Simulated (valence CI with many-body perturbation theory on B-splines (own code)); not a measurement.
Values are calculated unless marked as measured or tabulated.
Tl LXVII in three bases

Method: relativistic CI+MBPT: five valence electrons over a frozen Dirac-Fock core [Ne], a basis of 9 s, 9 p, 8 d, 6 f, 3 g, 1 h functions for each j, with the one-electron correlation potential Σ1, the two-electron term Σ2, the three-electron term Σ3, Breit, model QED; selected CI, second order for the rest, scaled by the run's own slope (own B-spline code, finite nucleus).

The last digits are not significant, and no measured levels were compared; by estimate large intervals hold to a few tenths of a per cent, small ones and those within an open d or f shell to about a per cent. Among the levels kept, up to 1200 cm⁻¹ of a level comes from second order outside the variational space, and about a tenth of that is noise between levels of different J, which matters for small intervals.

The reference run has the lowest level (3s^2 3p1/2^2 3p3/2) J=3/2 and an ionisation energy of 7567.65 eV. Its largest variational space holds 20000 state functions.

Levels are named by their leading jj configuration (3d3/2^4 stands for four electrons in 3d with j = 3/2), which in mixed levels can hold well under half, so a name can repeat and another be missing. Letters in brackets count levels of one name in rising energy.

Changed runs:
A. basis 6 s, 6 p, 5 d, 3 f, 1 g
B. basis 5 s, 5 p, 4 d, 2 f

Excitation energies of the reference run in cm⁻¹, and shifts in cm⁻¹:

```tsv
Level	Reference	A	B
(3s^2 3p1/2^2 3d3/2) J=3/2	2081770	+247	+689
(3s^2 3p1/2^2 3d5/2) J=5/2	3203590	+355	+986
(3s^2 3p1/2 3p3/2^2) J=3/2	4310690	-145	-464
(3s^2 3p1/2 3p3/2^2) J=5/2	4414900	+25	+90
(3s^2 3p1/2 3p3/2^2) J=1/2	4555030	+34	+212
(3s 3p1/2^2 3p3/2^2) J=5/2	5942050	-168	-477
(3s 3p1/2^2 3p3/2^2) J=3/2	6197880	-61	-226
(3s 3p1/2^2 3p3/2^2) J=1/2	6227470	-66	-76
(3s^2 3p1/2 3p3/2 3d3/2) J=5/2 [a]	6365360	+113	+184
(3s^2 3p1/2 3p3/2 3d3/2) J=1/2 [a]	6397620	+16	-50
(3s^2 3p1/2 3p3/2 3d3/2) J=3/2 [a]	6403410	+75	+141
(3s^2 3p1/2 3p3/2 3d3/2) J=7/2	6475500	+333	+999
Ionisation energy (eV)	7567.65	-0.04	-0.16
```
